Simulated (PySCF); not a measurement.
SMILES O=C=[OH+] (CHO₂ (cation, charge +1)), singlet, PBE0/def2-SVP optimised geometry.

```
4

O      1.43    -0.47     0.00
C      0.31    -0.37     0.00
O     -0.90    -0.37     0.00
H     -1.43     0.47     0.00
```

Density from PBE0/def2-TZVP run with PySCF at that geometry.

Minimum of the electron density along straight lines between bonded atoms, close to the bond critical point (lines longer than 1.1 times the sum of covalent radii, or with two minima, are not listed):

| bond | length / Å | ρ at the minimum / e bohr⁻³ | ∇²ρ there / e bohr⁻⁵ | position (fraction from the first atom) |
|---|---|---|---|---|
| O1–C2 | 1.123 | 0.506 | 1.06 | 0.66 |
| C2–O3 | 1.214 | 0.410 | -0.25 | 0.34 |
| O3–H4 | 0.990 | 0.306 | -2.26 | 0.84 |
